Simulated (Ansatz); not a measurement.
`OP(O)[SeH]` + H₂Se → `[SeH][SeH]` + `OPO`  (ligand exchange at the Se–P bond)

Gas-phase electronic energies from Ansatz, PBE0-D4/def2-TZVP geometries. CCSD(T)/CBS adds triple-zeta CCSD(T) − MP2 to the extrapolated MP2 energy (def2 sets, frozen cores). DFT in def2-TZVPP. For Se outer-core shells are correlated without core-valence functions, which leaves a few kJ/mol of doubt a bond. Scalar relativity is left out up to krypton. Each species was taken in one conformer, which may not be the lowest.

`OP(O)[SeH]`:

```xyz
7

O    -1.313   -0.475    0.508
P     0.295   -0.706    0.401
O     0.626    0.681    1.185
Se    0.697   -0.173   -1.807
H    -1.789   -1.108   -0.040
H     1.543    0.694    1.476
H    -0.059    1.086   -1.723
```

H₂Se:

Z-matrix (Å, degrees):
```
Se
H 1 1.467
H 1 1.467 2 91.2
```

`[SeH][SeH]`:

Cartesian coordinates in Å:
```
Se -0.339 0.986 0.727
Se -0.249 -1.244 0.077
H 1.095 1.269 0.550
H -0.508 -1.011 -1.354
```

`OPO`:

Cartesian coordinates in Å:
```
O 1.038 -0.554 0.445
P 0.215 0.296 -0.700
O -1.059 0.918 0.108
H 1.786 -0.045 0.771
H -0.405 -0.881 -1.219
H -1.574 0.265 0.596
```

```json
{"level": "ωB97M-V", "ΔE (kJ/mol)": "27.3"}
{"level": "MP2/CBS(def2)", "ΔE (kJ/mol)": "33.1"}
```

Problem. What does CCSD(T)/CBS give? (Estimate.)

Solution. Ansatz gave: +29.4 kJ/mol. The listed levels differ from it by -2.1, 3.7 kJ/mol.

Problem. What do rigid-rotor, harmonic-oscillator terms from PBE0-D4/def2-TZVP frequencies (298.15 K, 1 bar) make of the CCSD(T)/CBS value? (Best estimate.)

Solution. The calculation gave: ΔZPE = +9.2 kJ/mol, ΔH = +34.6 kJ/mol, ΔS = -9 J/(mol·K), ΔG = +37.3 kJ/mol.

Largest T1 diagnostic among the species: 0.013.

The D4 term adds +4.8 kJ/mol with B3LYP and +2.6 kJ/mol with PBE0; it sums over pairs of atoms, weighted by their polarisabilities, and B3LYP, whose exchange is more repulsive, gets the larger term. From PBE to PBE0 (25 % exact exchange), in def2-TZVPP and without D4, ΔE moves by −3.2 kJ/mol.

B3LYP here is the variant with VWN-RPA as its local correlation; programs differ in this.
